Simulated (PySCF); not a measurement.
Two species compared at the same levels of theory.

First species: Ge(NH2)2H2.
SMILES: `[H][Ge]([H])([NH2])[NH2]`

Second species: C6H11ClOSi.
InChI=1S/C6H11ClOSi/c1-2-8-9(7)5-3-4-6-9/h3-4H,2,5-6H2,1H3

Levels: CAM-B3LYP/def2-SVPD for HOMO energy, LUMO energy, HOMO–LUMO gap and static isotropic polarisability; TDDFT CAM-B3LYP/def2-SVPD for lowest singlet excitation; TDA CAM-B3LYP/def2-SVPD for lowest triplet excitation (Tamm–Dancoff). Geometries: PBE0-D3(BJ)/def2-SVP. Each structure is a single optimised conformer of the isolated species, non-relativistic unless stated; the electronic structure was computed with PySCF and density fitting.

Values for the first species:

- HOMO energy: -8.41 eV
- LUMO energy: 0.86 eV
- HOMO–LUMO gap: 9.27 eV
- Lowest singlet excitation: 6.06 eV
- Lowest triplet excitation (Tamm–Dancoff): 5.62 eV
- Static isotropic polarisability: 49.3 au

(1) Estimate the same properties for the second species, and the change in each.

## Answers

(1) 
| property | first | second | second less first |
| --- | --- | --- | --- |
| HOMO energy | -8.41 eV | -8.61 eV | -0.20 eV |
| LUMO energy | 0.86 eV | 1.13 eV | +0.27 eV |
| HOMO–LUMO gap | 9.27 eV | 9.74 eV | +0.47 eV |
| lowest singlet excitation | 6.06 eV | 6.90 eV | +0.84 eV |
| lowest triplet excitation (Tamm–Dancoff) | 5.62 eV | 4.29 eV | -1.33 eV |
| static isotropic polarisability | 49.3 au | 108.7 au | +59.4 au |

On the first: No computed singlet falls in the visible range (750 to 380 nm, 1.65 to 3.26 eV); S1 lies 2.80 eV above its blue end. The vertical singlet–triplet gap S1 − T1 is 0.44 eV (TDDFT singlet less Tamm–Dancoff triplet; S1: HOMO→LUMO, weight 0.92; T1: HOMO→LUMO, weight 0.83). The calculation is non-relativistic and has no spin–orbit coupling, an omission that weighs most on germanium.

On the second: The vertical singlet–triplet gap S1 − T1 is 2.61 eV (TDDFT singlet less Tamm–Dancoff triplet). The principal polarisabilities are 99.8, 106.4 and 119.8 au; their mean is the isotropic value.
